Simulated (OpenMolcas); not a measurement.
**Ti2+, Zr2+, Hf2+: d2 down the group**

```yaml
Program: OpenMolcas 26.06
Method: SS-RASPT2, IPEA 0.25 Eh, imaginary shift 0.1 Eh
Basis: ANO-R2
Scalar_Hamiltonian: X2C, finite nucleus
Spin-orbit_coupling: RASSI with atomic mean-field integrals over the reference wave functions, term energies averaged over their components
```

Active space for each ion: 8 electrons in 8 orbitals (RAS1 p, at most 2 holes; RAS2 d); closed shells correlated by CASPT2: Ti2+ 3s; Zr2+ 4s; Hf2+ 5s.

Computed levels in cm-1 above 3F2:

```tsv
Level	Ti2+	Zr2+	Hf2+
3F3	207	791	3880
3F4	474	1711	7390
1D2	8370	6250	10250
3P0	10780	8160	9600
3P1	10860	8480	11840
3P2	11000	9110	15950
1G4	14450	11090	15640
1S0	31090	22890	29160
weight of 3F in the lowest level (%)	100	99	92
```

Mixed levels, with the weight of the term that names them: Hf2+ 1D2 (57 %), Hf2+ 3P2 (63 %).

Measured, with the error of the calculation in %. Measured levels: Ti2+ from Corliss and Sugar, J. Phys. Chem. Ref. Data 8, 1 (1979); Zr2+ from Moore, Atomic Energy Levels, vol. II, NSRDS-NBS 35 (1971 reprint of NBS Circular 467, 1952); NIST levels as listed in Rynkun, Gaigalas and Jonsson, Astron. Astrophys. 637, A10 (2020).

| Level | Ti2+ | Zr2+ |
| --- | --- | --- |
| 3F3 | 185 (+11.8) | 681 (+16.1) |
| 3F4 | 420 (+12.8) | 1486 (+15.1) |
| 1D2 | 8474 (-1.2) | 5742 (+8.9) |
| 3P0 | 10538 (+2.3) | 8062 (+1.3) |
| 3P1 | 10604 (+2.4) | 8326 (+1.9) |
| 3P2 | 10721 (+2.6) | 8838 (+3.1) |
| 1G4 | 14398 (+0.4) | 11049 (+0.4) |
| 1S0 | 32476 (-4.3) | 23979 (-4.5) |

The fine-structure level 3F4 changes by a factor of 15.6 from Ti2+ to Hf2+.

Without spin-orbit coupling 1D lies 8110, 5310, 6640 cm-1 above 3F in that order; the difference to the level 1D2, of either sign, comes from spin-orbit coupling, which also lowers the zero.

Term energies are means over components that CASPT2 splits; among the terms shown or strongly mixed into the levels shown the widest spread is 530 cm-1 (3d2 1G, Ti2+). Active for correlation alone: 3p; no level in the range computed is led by a configuration that opens it, so any true level of that kind is missing (holds for Ti2+). Active for correlation alone: 4p; no level in the range computed is led by a configuration that opens it, so any true level of that kind is missing (holds for Zr2+). Active for correlation alone: 5p; no level in the range computed is led by a configuration that opens it, so any true level of that kind is missing (holds for Hf2+). Measured partners are found by configuration, term and J. A level has none where our copy of the source lacks it or the pairing is in doubt (some pairs that miss far off the trend of their configuration count as doubtful), and it then counts in no deviation. Levels of configurations outside the active space are missing.
